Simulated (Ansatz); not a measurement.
`[CH3][GeH]([Cl])[Cl]` + H₂S → `[SH][GeH]([Cl])[Cl]` + CH₄  (ligand exchange at a Ge–C bond)

Gas-phase electronic energies from Ansatz, PBE0-D4/def2-TZVP geometries. CBS: MP2 limit from def2 TZ/QZ plus the TZ coupled-cluster correction, frozen cores. This one scheme is used for every species. DFT in def2-TZVPP. For Ge outer-core shells are correlated without core-valence functions, which leaves a few kJ/mol of doubt a bond. Scalar relativity is left out up to krypton. One conformer a species, not always the lowest.

`[CH3][GeH]([Cl])[Cl]`:

Cartesian coordinates in Å:
```
C -0.399 0.655 0.780
Ge 0.359 -0.359 -0.677
Cl -1.191 -1.543 -1.579
Cl 1.826 -1.716 0.112
H 0.384 1.236 1.268
H -1.169 1.326 0.397
H -0.843 -0.032 1.499
H 1.034 0.434 -1.801
```

H₂S:

Z-matrix (Å, degrees):
```
S
H 1 1.341
H 1 1.341 2 92.3
```

`[SH][GeH]([Cl])[Cl]`:

Z-matrix (Å, degrees):
```
Ge
Cl 1 2.133
Cl 1 2.142 2 108.7
S 1 2.198 2 105.5 3 -118.9
H 1 1.530 2 109.4 3 116.7
H 4 1.345 1 92.7 2 177.5
```

CH₄:

Cartesian coordinates in Å:
```
C 0.000 0.000 0.000
H -0.532 -0.519 0.797
H -0.490 -0.198 -0.953
H 1.030 -0.355 -0.041
H -0.007 1.072 0.197
```

```json
{"level": "B97M-V", "ΔE (kJ/mol)": "-54.9"}
{"level": "BHLYP", "ΔE (kJ/mol)": "-49.4"}
```

(1) What does CCSD(T)/CBS give? (An estimate is asked.)

Largest T1 diagnostic among the species: 0.010.

Answers

(1) The calculation gave: -46.6 kJ/mol. The listed levels differ from it by -8.3, -2.8 kJ/mol.

From BLYP to BHLYP (50 % exact exchange), in def2-TZVPP and without D4, ΔE moves by +3.2 kJ/mol. Leaving LDA and LC-ωPBE aside and taking each functional with its dispersion term where it has one, the values, not all of them listed here, spread over 7.9 kJ/mol, from revPBE-D4 to ωB97X-V. LDA lies +4.2 kJ/mol from PBE without D4.
